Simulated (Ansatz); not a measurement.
Compare A (`CC#CC[SiH3]`) with its isomer B (`C#CCC[SiH3]`).

Isolated molecules relaxed with PBE0-D4/def2-TZVP in Ansatz; ΔE leaves out vibrations. CCSD(T)/CBS adds triple-zeta CCSD(T) − MP2 to the extrapolated MP2 energy (def2 sets, frozen cores). DFT in def2-TZVPP. One conformer a species, not always the lowest.

**Question.** Which isomer does CCSD(T)/CBS put lower? Give the gap. (Estimate.)

**Answer.** Ansatz gave: A, by 6.0 kcal/mol.

**Question.** Give E(B) − E(A) in kcal/mol with MP2/def2-TZVPP, PBE-D4, CCSD/def2-TZVPP, r2SCAN-D4, ωB97M-V, HF/def2-TZVPP, CCSD(T)/def2-TZVPP. (An estimate is asked.)

**Answer.** The calculation gave: MP2/def2-TZVPP 6.8, PBE-D4 8.4, CCSD/def2-TZVPP 6.2, r2SCAN-D4 8.1, ωB97M-V 6.7, HF/def2-TZVPP 7.5, CCSD(T)/def2-TZVPP 6.1. None reverses the order clearly.

Largest T1 diagnostic: 0.011.
